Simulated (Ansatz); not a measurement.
`OCN[SiH2]S`, relaxed with RKS PBE0-D4/def2-TZVP in the Gaussian-basis code of Ansatz from a PBE-D4/def2-SVP geometry. The force threshold is 0.005 eV/Å; the program also tests the step.

Total charge 0; spin multiplicity 1.

Start:

```xyz
12

O     1.272   -0.997    1.287
C    -0.054   -0.530    1.357
N    -0.273    0.772    0.742
Si   -0.498    0.901   -0.979
S     0.969   -0.293   -2.108
H     1.487   -1.066    0.331
H    -0.780   -1.237    0.880
H    -0.307   -0.484    2.437
H     0.274    1.516    1.188
H    -1.832    0.354   -1.395
H    -0.336    2.345   -1.345
H     0.077   -1.282   -2.393
```

```
step  energy (eV)  largest force (eV/Å)  largest move (Å)
   1  -23392.8670                 0.770             0.000
   2  -23392.9214                 0.257             0.042
   3  -23392.9296                 0.102             0.034
   4  -23392.9316                 0.065             0.052
   5  -23392.9329                 0.041             0.018
   6  -23392.9333                 0.035             0.013
   7  -23392.9336                 0.018             0.015
   8  -23392.9336                 0.013             0.008
   9  -23392.9336                 0.006             0.006
  10  -23392.9337                 0.003             0.005
```

End:

```xyz
12

O     1.254   -1.007    1.350
C    -0.063   -0.518    1.358
N    -0.222    0.755    0.707
Si   -0.487    0.877   -0.980
S     0.931   -0.263   -2.152
H     1.525   -1.092    0.428
H    -0.751   -1.227    0.876
H    -0.343   -0.445    2.411
H     0.278    1.502    1.166
H    -1.812    0.323   -1.349
H    -0.353    2.308   -1.333
H     0.043   -1.214   -2.481
```

Hardware: 4 threads of an Arm Neoverse V2 on a shared host. Wall time 35 s, peak host memory 0.61 GiB.
